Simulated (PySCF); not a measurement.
**Ca (calcium, neutral) across methods**

[Ar] 3d2, high-spin 3F determinant (an excited configuration). Calculation: PySCF 2.14, in aug-cc-pwCVQZ-X2C (11s10p8d6f3g, 150 functions); the spin-free X2C one-electron Hamiltonian (Gaussian nucleus).

```tsv
method	E (hartree)	mean ε 3p α (eV)	mean ε 3p β (eV)	mean ε 3d α (eV)	Σ⟨r²⟩ (bohr²)	⟨S²⟩
PBE0	-680.124	-27.586	-26.772	-1.557	58.06	2.001
PBE	-680.099	-25.239	-24.592	-1.117	60.27	2.000
LDA	-678.446	-25.178	-24.548	-1.049	59.46	2.000
r2SCAN	-680.269	-25.895	-25.125	-1.037	58.36	2.001
UHF	-679.43930	-34.455	-33.297	-2.759	60.40	2.002
```
